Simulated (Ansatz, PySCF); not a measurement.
Species: SiI₂F₂, net charge 0, singlet state. SMILES: F[Si](F)(I)I
Geometry: optimised at B3LYP-D3(BJ)/def2-TZVP (Ansatz, an electronic-structure program).

Quantity: vertical triplet-singlet gap, E(triplet) - E(singlet), in eV. Terms: LANL2DZ with its own core potentials from Na on; def2 sets with scalar-relativistic core potentials past Kr; no dispersion term unless named; valence correlation only (noble-gas shells and the d and f shells of earlier blocks); spin-orbit terms left out; each state is the SCF solution reached for its charge and spin; UHF or UKS for open shells; six Cartesian d functions in 6-31G* and its kin unless marked 5d; STO-3G and 3-21G all-electron and non-relativistic. Ab initio and DFT rows: single points at B3LYP-D3(BJ) geometries (Ansatz). Levels can end on unlike triplets.

| level | program | vertical triplet-singlet gap, E(triplet) - E(singlet) (eV) |
|---|---|---|
| HF/6-31G* with LANL2DZ past Ar | Ansatz | 5.25 |
| PBE/6-31G* with LANL2DZ past Ar | Ansatz | 4.53 |
| B3LYP/STO-3G | Ansatz | 5.67 |
| B3LYP/3-21G | Ansatz | 4.53 |
| M06-2X/6-31G* with LANL2DZ past Ar (5d) | PySCF | 5.01 |
| MP2/6-31G* with LANL2DZ past Ar | Ansatz | 5.56 |
| B3LYP/def2-TZVPD | Ansatz | 4.55 |
| wB97X-V/def2-TZVPD | Ansatz | 5.20 |

No value to compare with is used here. The 6 habitual levels span 4.53 (B3LYP/3-21G) to 5.67 eV (B3LYP/STO-3G); wB97X-V/def2-TZVPD gives 5.20.

The levels are drawn from those run, B3LYP/6-31G* more often than the rest, none by its result; left out are runs that failed, that the program found above a lower state of the same kind, or whose <S^2> lies over 0.5 above the pure value.
